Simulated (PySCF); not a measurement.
# A single-point calculation

[BiCl4]− (singlet). PySCF 2.14.0, RKS B3LYP, Bi def2-SVP with ECP60, Cl def2-SVP; non-relativistic Hamiltonian with scalar-relativistic core potentials where named; density fitting; no spin-orbit coupling. Purpose: singlet excitations, Tamm-Dancoff B3LYP.

```python
mol = gto.M(atom='''
Bi     0.00486     0.23390    -0.00000
Cl    -0.02673    -1.28613     2.13494
Cl    -0.02673    -1.28613    -2.13494
Cl     2.14291     1.73924    -0.00000
Cl    -2.06879     1.82678     0.00000''',
    basis={'Bi': 'def2-SVP', 'Cl': 'def2-SVP'},
    ecp={'Bi': 'def2-SVP'},
    charge=-1, spin=0)
mf = dft.RKS(mol, xc='B3LYP')
mf.grids.atom_grid = (50, 194)
mf = mf.density_fit()  # fitting sets: Bi def2-universal-JKFIT, Cl def2-universal-JKFIT
mf.conv_tol = 1e-08; mf.max_cycle = 55
mf.kernel(dm0)  # dm0: converged density of the relaxed state
td = mf.TDA(); td.nstates = 8; td.kernel()
```

Run from Python with OMP_NUM_THREADS=2; the lines above give its settings. Where DIIS fails, smearing, a level shift and second-order steps follow.
It took 21 s on 2 threads of Arm Neoverse V1, on a shared host, from an already converged density.

Problem. Where do the frontier levels lie, over both spins?

Solution. HOMO -2.73 eV, LUMO 2.29 eV. 

Problem. What are the Mulliken charges and spins?

Solution. 
```tsv
atom	charge (e)	spin (e)
Bi1	0.921	0.000
Cl2	-0.482	0.000
Cl3	-0.482	0.000
Cl4	-0.478	0.000
Cl5	-0.478	0.000
```

Problem. Which singlet excitations follow (Tamm-Dancoff, 8 states)?

Solution. 
```json
{"state": "1", "eV": "4.47", "oscillator strength": "0.0449"}
{"state": "2", "eV": "4.52", "oscillator strength": "0.0450"}
{"state": "3", "eV": "4.58", "oscillator strength": "0.0403"}
{"state": "4", "eV": "5.18", "oscillator strength": "0.0000"}
{"state": "5", "eV": "5.18", "oscillator strength": "0.0007"}
{"state": "6", "eV": "5.22", "oscillator strength": "0.0055"}
{"state": "7", "eV": "5.23", "oscillator strength": "0.0000"}
{"state": "8", "eV": "5.23", "oscillator strength": "0.0081"}
```
For an anion in a basis without diffuse functions, states above the detachment energy aren't bound: they are resonances at best, or continuum confined by the basis.
Functionals without range separation put charge-transfer states too low; the basis has no diffuse functions.

The geometry was relaxed with r2SCAN (Bi def2-SVP with ECP60, Cl def2-SVP).
